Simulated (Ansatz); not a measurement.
Consider the isomerisation: `CO[SiH2]C[SiH3]` → `CC[SiH2]O[SiH3]`.

Computed with Ansatz on PBE0-D4/def2-TZVP structures; ΔE is electronic, products minus reactants. CCSD(T)/CBS is the MP2 limit (def2-TZVPP, def2-QZVPP) plus CCSD(T) − MP2 in def2-TZVPP, frozen cores. One conformer a species, not always the lowest.

```tsv
species	HF/CBS(def2) energy (Eh)
`CO[SiH2]C[SiH3]`	-734.44700
`CC[SiH2]O[SiH3]`	-734.50646
```

(1) Work out ΔE.

Largest T1 diagnostic among the species: 0.011.

Results:

(1) ΔE = (-734.50646) − (-734.44700) = -0.05946 Eh = -156.1 kJ/mol. CCSD(T)/CBS gives -145.0 kJ/mol.

From PBE to PBE0 (25 % exact exchange), in def2-TZVPP and without D4, ΔE moves by −6.3 kJ/mol. In def2-TZVPP, CCSD(T) changes the Hartree–Fock value by +11.8 kJ/mol (the triples alone add +2.5 kJ/mol) and MP2 by +6.3 kJ/mol.
